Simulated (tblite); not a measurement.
Species: C4H4Cl2N2Si.
Cartesian coordinates in Å at the GFN2-xTB level; atoms count from 1:
```
atom  x, y, z in Å
N1     1.272    2.679    0.874
C2     1.102    1.745    0.234
Si3    0.798    0.216   -0.797
C4     2.426   -0.704   -0.733
N5     3.423   -1.265   -0.709
C6    -0.481   -0.861    0.128
C7    -1.615   -0.016    0.650
Cl8   -2.253    1.021   -0.654
Cl9   -2.939   -1.026    1.292
H10    0.474    0.569   -2.173
H11   -0.029   -1.394    0.967
H12   -0.879   -1.617   -0.551
H13   -1.304    0.653    1.455
```

Calculated harmonic vibrations of the isolated species, GFN2-xTB (tblite), most abundant isotopes, no scaling. Against measured fundamentals such values can be off by several per cent, at times by over 20. Modes of hydrogen on silicon can be 10 to 20 % off. One conformer, not necessarily the lowest.

Harmonic wavenumbers (cm⁻¹): 25.5, 53.5, 63.2, 78.3, 120.1, 156.0, 226.5, 276.4, 281.7, 316.0, 354.4, 358.5, 381.4, 578.9, 595.3, 618.7, 622.5, 669.2, 701.7, 768.4, 809.5, 1048.8, 1115.0, 1170.5, 1216.7, 1266.3, 1450.7, 2323.0, 2352.2, 2359.4, 2942.7, 2973.9, 2989.5.

A = 1470, B = 559.7, C = 478.4 MHz; mass 177.952 u (most abundant isotopes); point group C1, symmetry number 1.

Question: Zero-point energy?

Answer: ½Σν̃ = 15632 cm⁻¹ = 44.69 kcal/mol.

Question: Give the ideal-gas entropy at 400 K and 1 bar in the rigid-rotor, harmonic-oscillator model (classical rotation).

Answer: Translation 42.92, rotation 31.96, vibration 47.73: S = 122.6 cal/(mol K).

Question: And Cp and H(400 K) − H(0)?

Answer: Cp = 45.43 cal/(mol K), of which vibrations give 37.48 (their classical limit is 33 R = 65.6); H(400 K) − H(0) = 12.13 kcal/mol without the zero-point energy, 8.95 from vibrations.

Question: What must be added to the electronic energy to get the Gibbs energy at 400 K and 1 bar?

Answer: ZPE + [H(400 K) − H(0)] − T·S = 44.69 + 12.13 − 49.04 = 7.78 kcal/mol.

Question: Blend soft modes into free rotors: weight 1/[1 + (100 cm⁻¹/ν̃)⁴] for the oscillator and the rest for a rotor with moment μB/(μ + B), μ = h/(8π²ν), B = 10⁻⁴⁴ kg m². What vibrational entropy results?

Answer: 41.87 cal/(mol K) in place of 47.73, which changes −T·S at 400 K by +2.34 kcal/mol.

Hindered rotation and anharmonicity are outside this model. Other conformers, if any are populated, would add a mixing term that is left out. The structure is chiral; the term R ln 2 for an equal mix with its mirror image is left out.
